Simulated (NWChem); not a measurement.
System: CH$_{3}$F$_{3}$Si; SMILES FC(F)(F)[SiH3]

Input file for NWChem:

```
start job
memory heap 200 mb stack 900 mb global 1100 mb
geometry units angstroms noautosym nocenter noautoz
  Si     0.000000     0.000000    -1.497944
  C      0.000000     0.000000     0.444944
  F      0.999761     0.773670     0.943476
  F      0.170138    -1.252654     0.943476
  F     -1.169899     0.478983     0.943476
  H     -0.187790     1.414234    -1.957270
  H     -1.130868    -0.869748    -1.957270
  H      1.318658    -0.544486    -1.957270
end
basis spherical
  * library def2-svp
end
dft
  xc xpbe96 cpbe96
  iterations 150
end
cosmo
  do_cosmo_smd true
  solvent ethanol
end
task dft energy
```

Geometry: optimised at PBE-D3(BJ)/def2-SVP. Solvent: ethanol.

Level: PBE/def2-SVP with SMD (1 M gas to 1 M solution), gas-phase geometry. Reactions with the solvent are ignored.

### Question
What results follow from this input? (PBE/def2-SVP, SMD on the gas-phase geometry.) Quantities: solvation free energy (kcal/mol); cavity-dispersion-structure term (kcal/mol); dipole in solution (D).

### Answer
```
Property                                     Result
-------------------------------------------  ------
solvation free energy (kcal/mol)               -0.6
cavity-dispersion-structure term (kcal/mol)     0.8
dipole in solution (D)                         2.05
```
